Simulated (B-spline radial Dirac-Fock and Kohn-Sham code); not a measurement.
**Binding energies of V²⁺ at several levels of theory**

System: V²⁺ in the configuration [Ar] 3d3.

The density-functional columns are spherical, spin-unpolarised Dirac-Kohn-Sham results without Breit or QED terms: −ε is minus the orbital energy of the initial state and ΔSCF the difference of two total energies. The reference in the last column comes from ΔSCF Dirac-Fock with Breit, self-energy and vacuum polarisation, finite nucleus, configuration average. All numbers are from a radial finite-basis atomic code, in eV; a selection of levels is shown. The Kohn-Sham columns are given as differences from the reference.

| level | PBE −ε − DF | PBE ΔSCF − DF | LDA −ε − DF | LDA ΔSCF − DF | Dirac-Fock |
| --- | --- | --- | --- | --- | --- |
| K (1s) | -115.0 | +22.3 | -128.5 | +8.4 | 5495.5 |
| L1 (2s) | -40.5 | -16.9 | -42.0 | -18.3 | 659.5 |
| L2 (2p1/2) | -27.3 | +0.5 | -27.5 | +0.2 | 551.5 |
| L3 (2p3/2) | -27.5 | 0.0 | -27.7 | -0.3 | 544.6 |
| M1 (3s) | -14.6 | -5.5 | -14.9 | -5.8 | 101.3 |
| M2 (3p1/2) | -8.6 | +0.2 | -8.6 | +0.2 | 69.70 |
| M3 (3p3/2) | -8.6 | +0.1 | -8.6 | +0.1 | 68.88 |
| M4,5 (3d) | -5.9 | +1.7 | -5.6 | +2.0 | 27.18 |

Values without a named source are computed, but for edge energies of neutral atoms, which are taken from tables.
